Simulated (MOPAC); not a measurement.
Job for MOPAC: PM7 on CH5OSb (SMILES C[O][SbH2]), a point of a torsion scan.

```
PM7 1SCF PRECISE CHARGE=0 THREADS=1
CH5OSb

C      1.09237198 1     0.03793960 1     0.04570934 1
O      0.12036468 1    -0.48549906 1    -0.80578728 1
Sb    -1.79077676 1     0.04662315 1    -0.56732181 1
H      1.20614331 1     1.12085429 1    -0.06781918 1
H      0.87685118 1    -0.18118163 1     1.09604741 1
H      2.03588091 1    -0.43889415 1    -0.22449485 1
H     -1.86900204 1    -0.56967158 1     1.03351407 1
H     -2.20662039 1    -1.47804699 1    -1.15289490 1
```

Program output:

```
*******************************************************************************
 **                                                                           **
 **                              MOPAC v23.2.5                                **
 **                                                                           **
 *******************************************************************************
 ** MOPAC's Digital Object Identifier: https://doi.org/10.5281/zenodo.6511958 **
 **                                                                           **
 ** Please cite the open-source release paper for use of this MOPAC version:  **
 ** J. E. Moussa and J. J. P. Stewart (2026)                                  **
 ** MOPAC: An open-source semiempirical molecular orbital program             **
 ** J. Open Source Softw., 11(119), 8025, https://doi.org/10.21105/joss.08025 **
 *******************************************************************************

                              PM7 CALCULATION RESULTS

 *******************************************************************************
 *  PM7        - The PM7 Hamiltonian to be used
 *
 *
 *
 *                 CHARGE ON SYSTEM = 0
 *
 *
 *
 *  PRECISE    - TIGHTER CRITERIA TO BE USED
 *  1SCF       - DO 1 SCF AND THEN STOP
 *  THREADS=1  - MULTI-THREADING NOT USED
 *  T=         - A TIME OF 172800.0 SECONDS REQUESTED
 *  DUMP=N     - RESTART FILE WRITTEN EVERY 7200.0 SECONDS REQUESTED
 *******************************************************************************
PM7 1SCF PRECISE CHARGE=0 THREADS=1
 CH5OSb

   ATOM   CHEMICAL          X               Y               Z
  NUMBER   SYMBOL      (ANGSTROMS)     (ANGSTROMS)     (ANGSTROMS)

     1       C          1.09237198  *   0.03793960  *   0.04570934  *
     2       O          0.12036468  *  -0.48549906  *  -0.80578728  *
     3      Sb         -1.79077676  *   0.04662315  *  -0.56732181  *
     4       H          1.20614331  *   1.12085429  *  -0.06781918  *
     5       H          0.87685118  *  -0.18118163  *   1.09604741  *
     6       H          2.03588091  *  -0.43889415  *  -0.22449485  *
     7       H         -1.86900204  *  -0.56967158  *   1.03351407  *
     8       H         -2.20662039  *  -1.47804699  *  -1.15289490  *



          CARTESIAN COORDINATES

    NO.       ATOM           X           Y           Z

     1         C          1.0924      0.0379      0.0457
     2         O          0.1204     -0.4855     -0.8058
     3        Sb         -1.7908      0.0466     -0.5673
     4         H          1.2061      1.1209     -0.0678
     5         H          0.8769     -0.1812      1.0960
     6         H          2.0359     -0.4389     -0.2245
     7         H         -1.8690     -0.5697      1.0335
     8         H         -2.2066     -1.4780     -1.1529

 General Reference for PM7:
 "Optimization of Parameters for Semiempirical Methods VI: More Modifications to the
 NDDO Approximations and Re-optimization of Parameters", J. J. P. Stewart, J. Mol. Mod., 1:32, 19 (2013)
 https://link.springer.com/article/10.1007/s00894-012-1667-x

           Empirical Formula: C H5 O Sb  =     8 atoms



      MOLECULAR POINT GROUP   :   C1


      RHF CALCULATION, NO. OF DOUBLY OCCUPIED LEVELS = 10


 -------------------------------------------------------------------------------
 PM7 1SCF PRECISE CHARGE=0 THREADS=1
 CH5OSb



     1SCF WAS SPECIFIED, SO BFGS WAS NOT USED
     SCF FIELD WAS ACHIEVED


                              PM7 CALCULATION
                                                       MOPAC v23.2.5 Linux




          FINAL HEAT OF FORMATION =          3.15643 KCAL/MOL =      13.20652 KJ/MOL


          COSMO AREA              =        113.29 SQUARE ANGSTROMS
          COSMO VOLUME            =        102.58 CUBIC ANGSTROMS

          IONIZATION POTENTIAL    =          9.781124 EV
          HOMO LUMO ENERGIES (EV) =         -9.781  0.034
          NO. OF FILLED LEVELS    =         10
          MOLECULAR WEIGHT        =        154.7999         POINT GROUP:  C1

          MOLECULAR DIMENSIONS (Angstroms)

            Atom       Atom       Distance
            H     8    H     6     4.46549
            H     7    H     6     2.17851
            H     5    H     4     1.57028


          SCF CALCULATIONS        =          1





   ATOM   CHEMICAL          X               Y               Z
  NUMBER   SYMBOL      (ANGSTROMS)     (ANGSTROMS)     (ANGSTROMS)

     1       C          1.09237198  *   0.03793960  *   0.04570934  *
     2       O          0.12036468  *  -0.48549906  *  -0.80578728  *
     3      Sb         -1.79077676  *   0.04662315  *  -0.56732181  *
     4       H          1.20614331  *   1.12085429  *  -0.06781918  *
     5       H          0.87685118  *  -0.18118163  *   1.09604741  *
     6       H          2.03588091  *  -0.43889415  *  -0.22449485  *
     7       H         -1.86900204  *  -0.56967158  *   1.03351407  *
     8       H         -2.20662039  *  -1.47804699  *  -1.15289490  *

                             CARTESIAN COORDINATES

   1    C        1.092371980     0.037939600     0.045709340
   2    O        0.120364680    -0.485499060    -0.805787280
   3   Sb       -1.790776760     0.046623150    -0.567321810
   4    H        1.206143310     1.120854290    -0.067819180
   5    H        0.876851180    -0.181181630     1.096047410
   6    H        2.035880910    -0.438894150    -0.224494850
   7    H       -1.869002040    -0.569671580     1.033514070
   8    H       -2.206620390    -1.478046990    -1.152894900


           Empirical Formula: C H5 O Sb  =     8 atoms



      MOLECULAR POINT GROUP   :   C1


                  EIGENVALUES
 -33.85971 -27.87051 -23.51140 -15.78706 -15.43409 -15.24643 -12.66374 -11.44011
 -10.91650  -9.78112   0.03441   2.00625   3.05779   4.26881   5.56079   5.65228
   6.30481  19.49946  20.45324  20.57747  20.86942  21.99464


              NET ATOMIC CHARGES AND DIPOLE CONTRIBUTIONS

  ATOM NO.   TYPE          CHARGE      No. of ELECS.   s-Pop       p-Pop       d-Pop
    1          C          -0.082105        4.0821     1.05242     3.02968
    2          O          -0.661749        6.6617     1.78607     4.87568
    3         Sb           0.495260        4.5047     1.91492     2.39908     0.19073
    4          H           0.113302        0.8867     0.88670
    5          H           0.108515        0.8915     0.89148
    6          H           0.138686        0.8613     0.86131
    7          H          -0.068424        1.0684     1.06842
    8          H          -0.043485        1.0435     1.04349
 DIPOLE           X         Y         Z       TOTAL
 POINT-CHG.    -1.529     2.358     1.480     3.176
 HYBRID         0.195    -0.329    -0.206     0.435
 SUM           -1.333     2.029     1.273     2.741


          ATOMIC ORBITAL ELECTRON POPULATIONS

     Atom    s        px        py        pz      x^2-y^2     xz        z^2       yz        xy
    1  C   1.05242   0.95332   1.08269   0.99366
    2  O   1.78607   1.43542   1.77969   1.66057
    3 Sb   1.91492   0.47531   1.07921   0.84457   0.05020   0.03317   0.04322   0.02296   0.04118
    4  H   0.88670
    5  H   0.89148
    6  H   0.86131
    7  H   1.06842
    8  H   1.04349

 **********************
 *                    *
 * JOB ENDED NORMALLY *
 *                    *
 **********************




 == MOPAC DONE ==
```

The run finished.

Cost: roughly 0.020 core-seconds.
